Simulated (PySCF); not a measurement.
SMILES c1c[c](cc(C#N)c1)[GeH3] at its GFN2-xTB optimised geometry (Å):

```
16

N     -2.6662    -2.7800     0.0030
C     -2.1014    -1.7825     0.0006
C     -1.3990    -0.5546     0.0000
C     -2.1006     0.6506    -0.0004
C     -1.4003     1.8425    -0.0007
C     -0.0160     1.8352    -0.0004
C      0.6971     0.6400     0.0000
Ge     2.6523     0.6599     0.0057
C     -0.0046    -0.5546     0.0000
H     -3.1806     0.6419    -0.0008
H     -1.9368     2.7800    -0.0014
H      0.5271     2.7715    -0.0012
H      3.1712     1.4622    -1.1427
H      3.1806    -0.7320    -0.0874
H      3.1696     1.2928     1.2565
H      0.5280    -1.4968    -0.0005
```

Level of theory: PBE0/def2-TZVP (PySCF).

Map of the electrostatic potential (hartree/e), clipped to [-0.08, 0.12] on the plane z = 1.0 Å:

```
|-----================--------|
|----==================-------|
|---====================------|
|--=====================------|
|--=====================------|
|--======+++===++++=====------|
|-======+++++==+++++=====-----|
|-======++**+++***+++====-----|
|-=======+*%#*#%#*++++++==----|
|-=======+#@@#@@@*++*#%@#+=---|
|-======+*#@@#%@%***%@@@@*==--|
|-===+++*#%#***#%%#%@@@@@#===-|
|-===++*#@@%*++*@@@@@@@@@#+==-|
|--==++*#@@#*++*@@%@@@@@@*+==-|
|--===++*#%%#*#%###%@@@@%+===-|
|----===+*%@@%@@@*+*%@@%*===--|
|------=+*@@@%@@@*++***+===---|
|------=*%@@%*###*+++=====----|
|::::::-*@@@#+++*++======-----|
|::::.:-+@@%*+=++++====-------|
|::....-+**+==========--------|
|::.. .-*+------=====---------|
|:...  .--::::----=-----------|
|:...    ...:::---------------|
|:...      ..::---------------|
|::..     ..::::--------------|
|::.........::::--------------|
|:::.......:::::--------------|
|:::::....::::::--------------|
```
Scale: ten equal steps from -0.063 (start of ' ') to 0.120 (end of '@'), in the order ' .:-=+*#%@'; x runs from -5.50 to 5.50, y from -5.50 (bottom) to 5.50 (top).
